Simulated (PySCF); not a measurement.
# Optical rotation: `CC[C@@H]1C[C@H]1CN`, C$_{6}$H$_{13}$N

Molfile (atoms numbered from 1):
```
C6H13N
     RDKit          3D

 20 20  0  0  0  0  0  0  0  0999 V2000
   -2.9675    0.2688    0.0049 C   0  0  0  0  0  0  0  0  0  0  0  0
   -1.6264    0.7430   -0.5343 C   0  0  0  0  0  0  0  0  0  0  0  0
   -0.4778   -0.1449   -0.1252 C   0  0  2  0  0  0  0  0  0  0  0  0
    0.1936    0.0399    1.2070 C   0  0  0  0  0  0  0  0  0  0  0  0
    0.9257    0.3738   -0.0638 C   0  0  1  0  0  0  0  0  0  0  0  0
    2.0975   -0.4741   -0.5039 C   0  0  0  0  0  0  0  0  0  0  0  0
    3.3626   -0.1864    0.1427 N   0  0  0  0  0  0  0  0  0  0  0  0
   -3.2111   -0.7399   -0.3652 H   0  0  0  0  0  0  0  0  0  0  0  0
   -2.9559    0.2202    1.1053 H   0  0  0  0  0  0  0  0  0  0  0  0
   -3.7870    0.9396   -0.2949 H   0  0  0  0  0  0  0  0  0  0  0  0
   -1.6654    0.8027   -1.6362 H   0  0  0  0  0  0  0  0  0  0  0  0
   -1.4251    1.7705   -0.1843 H   0  0  0  0  0  0  0  0  0  0  0  0
   -0.5761   -1.1864   -0.4577 H   0  0  0  0  0  0  0  0  0  0  0  0
    0.5056   -0.8519    1.7602 H   0  0  0  0  0  0  0  0  0  0  0  0
   -0.1499    0.8620    1.8421 H   0  0  0  0  0  0  0  0  0  0  0  0
    1.0425    1.4449   -0.2751 H   0  0  0  0  0  0  0  0  0  0  0  0
    2.2346   -0.3754   -1.5947 H   0  0  0  0  0  0  0  0  0  0  0  0
    1.8492   -1.5366   -0.3317 H   0  0  0  0  0  0  0  0  0  0  0  0
    3.2457   -0.2356    1.1541 H   0  0  0  0  0  0  0  0  0  0  0  0
    3.6410    0.7737   -0.0537 H   0  0  0  0  0  0  0  0  0  0  0  0
  1  2  1  0
  2  3  1  0
  3  4  1  0
  4  5  1  0
  5  6  1  0
  6  7  1  0
  5  3  1  0
  1  8  1  0
  1  9  1  0
  1 10  1  0
  2 11  1  0
  2 12  1  0
  3 13  1  6
  4 14  1  0
  4 15  1  0
  5 16  1  1
  6 17  1  0
  6 18  1  0
  7 19  1  0
  7 20  1  0
M  END
```

Method: TDDFT B3LYP/def2-SVPD circular dichroism and optical rotation, one conformer, gas phase (PySCF). Geometry: PBE0-D3(BJ)/def2-SVP.

The molecule is flexible and this is one conformer; a measurement averages over conformers. States above about 6.6 eV lie in this functional's continuum (it starts at minus the energy of the highest occupied orbital, well below the true ionisation energy for most functionals) and depend on the basis.

Stereocentres: C3 R, C5 R.

Problem. What is the specific rotation at 633, 589.3, 546, 436, 405, 365, 355 nm?

Solution. [α] in deg dm⁻¹ (g/mL)⁻¹:
```tsv
λ (nm)	origin-invariant length gauge	modified velocity gauge	length gauge (centre of mass)	isotropic polarisability (au)
633	-171.6	-167.8	-171.4	84.1
589.3	-199.2	-194.7	-199.0	84.3
546	-233.8	-228.4	-233.6	84.7
436	-376.7	-366.4	-376.2	86.2
405	-440.7	-427.6	-440.2	86.8
365	-548.8	-530.1	-548.1	88.0
355	-581.3	-560.6	-580.6	88.4
```

Problem. And for the mirror image at 589.3 nm?

Solution. +199.2 deg dm⁻¹ (g/mL)⁻¹ (origin-invariant length gauge): the same size and the opposite sign.

Problem. What is the molar rotation [Φ] = [α]·M/100 of the geometry above at 589.3 nm?

Solution. With M = 99.18 g/mol, -197.6 deg cm² dmol⁻¹ (origin-invariant length gauge).

The first excitation lies at 6.09 eV (204 nm) with R = +17.3 × 10⁻⁴⁰ esu² cm² (velocity form).
